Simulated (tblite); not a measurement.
Start geometry of `C(C)(S[Si](O)(O)O)C` from a force field or distance geometry (Å):
```
atom  x, y, z in Å
C1    -1.3472    1.0573   -0.9872
C2    -1.0919   -0.1249   -0.0779
C3    -2.3195   -0.4559    0.7645
S4     0.2877    0.2475    1.0659
Si5    2.0379   -0.2525    0.0106
O6     3.2942   -0.1872    1.0476
O7     2.2609    0.8427   -1.2038
O8     1.9103   -1.7548   -0.6169
H9    -1.6045    1.9602   -0.4185
H10   -2.2031    0.8420   -1.6474
H11   -0.4974    1.2835   -1.6247
H12   -0.8470   -1.0135   -0.6705
H13   -2.1657   -1.3173    1.4208
H14   -3.1670   -0.6988    0.1021
H15   -2.6392    0.4025    1.3885
H16    3.1267   -0.6273    1.9085
H17    2.4536    1.7398   -0.8843
H18    2.5024   -1.9369   -1.3623
```

What comes out of this run: GFN2-xTB geometry optimisation, gas phase (tblite)?

```
atom  x, y, z in Å
C1    -1.2335    0.8912   -1.0229
C2    -1.1091   -0.2182    0.0064
C3    -2.3994   -0.4169    0.7834
S4     0.2313    0.1766    1.2129
Si5    1.9741   -0.1460    0.0240
O6     3.2693   -0.1842    1.0048
O7     2.2753    1.0083   -1.0784
O8     1.6901   -1.5131   -0.7969
H9    -1.4709    1.8322   -0.5307
H10   -2.0299    0.6541   -1.7267
H11   -0.3050    1.0121   -1.5755
H12   -0.8090   -1.1517   -0.4721
H13   -2.2798   -1.2020    1.5254
H14   -3.2036   -0.6940    0.1044
H15   -2.6716    0.5026    1.2966
H16    3.2377   -0.6788    1.8185
H17    2.6175    1.8485   -0.7854
H18    2.2075   -1.7143   -1.5729
```

The energy falls by 4.2 kcal/mol over 102 L-BFGS steps, the largest force on an atom goes from 1.16 to 0.009 eV/Å, and the atoms move by 0.223 Å rms after alignment. Among the bonds, S4–Si5 and O6–H16 change most and about equally (-0.029 to +0.030 Å). Bonds longer at the end by more than 0.005 Å: 3 of 17; shorter: 12. Among the angles that change most is S4–Si5–O7, from 108.9° to 115.0°. Among the dihedrals that turn most is C1–C2–S4–Si5, from -86° to -73°. Rotational constants go from 2424, 876.6, 820.5 to 2456, 909.4, 833.5 MHz. The orientation of the end geometry is arbitrary; only internal coordinates are fixed.

On one thread of an Arm Neoverse V1 (shared host), this took 0.83 s.

Its GFN2-xTB frequencies are all real (lowest 36 cm⁻¹). One conformer, not necessarily the lowest. 2 starts were optimised and ended at 0.00 and 1.86 kcal/mol (GFN2-xTB); the lowest of these is shown.

The numbers are calculated, not measured.
